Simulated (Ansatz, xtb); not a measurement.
Ranking isomers of C4H5FN2

9 gas-phase structures of C4H5FN2, from a drawn sample of its isomers (lower ones may exist). Each was relaxed with GFN2-xTB:

A. `Cc1ncc(F)[nH]1`, a singlet
B. `Cc1nc[nH]c1F`, a singlet
C. `Cc1c[nH]c(F)n1`, a singlet
D. `Cc1nc(F)c[nH]1`, a singlet
E. `Cn1cncc1F`, a singlet
F. `Cc1[nH]cnc1F`, a singlet
G. `Cn1cnc(F)c1`, a singlet
H. `Cc1cnc(F)[nH]1`, a singlet
I. `Cn1ccnc1F`, a singlet

Question: Estimate their order in r2SCAN-D4/def2-SVP energy at these geometries, lowest first.

Answer: Calculated order at r2SCAN-D4/def2-SVP: D (0.0), C (0.4), H (0.9), F (1.2), A (5.1), B (6.0), I (8.0), G (9.1), E (12.9) kcal/mol. Less than 1 kcal/mol parts D and C; C and H; H and F; A and B, so the order within those pairs means little.

Energies above the lowest of each column, in kcal/mol; the last columns are at PBE0-D3(BJ)/def2-SVP geometries and were run for some of them only (a dash: not run or not comparable):

| structure | GFN2-xTB | HF/STO-3G | r2SCAN-D4/def2-SVP | PBE0-D3(BJ)/def2-SVP | CCSD(T)/def2-SVP + ΔMP2/def2-TZVPP |
| --- | --- | --- | --- | --- | --- |
| D | 0.5 | 0.5 | 0.0 | 0.0 | 0.0 |
| C | 0.5 | 1.0 | 0.4 | 0.3 | 0.3 |
| H | 0.0 | 0.0 | 0.9 | 0.6 | 0.9 |
| F | 1.7 | 1.6 | 1.2 | 1.1 | 1.3 |
| A | 1.7 | 1.5 | 5.1 | 4.8 | 4.7 |
| B | 3.5 | 3.6 | 6.0 | 5.8 | 5.6 |
| I | 0.3 | 4.3 | 8.0 | – | – |
| G | 1.4 | 6.0 | 9.1 | – | – |
| E | 2.7 | 6.4 | 12.9 | – | – |

CCSD(T)/def2-SVP + ΔMP2/def2-TZVPP has C and D and H within 1 kcal/mol of each other at the bottom, and every level picks one of them. Frequencies (GFN2-xTB) were run for A, B, C, D, F, H alone. ΔMP2 is the change of the MP2 energy from the smaller to the larger basis.

Over these structures GFN2-xTB departs from r2SCAN-D4/def2-SVP by 3.4 kcal/mol on average once a common shift is removed. A GFN2-xTB relaxation took about 0.063 s and the r2SCAN-D4/def2-SVP energy about 2.6 s on a shared host (Ansatz 0.2.0, xtb 6.7.1).
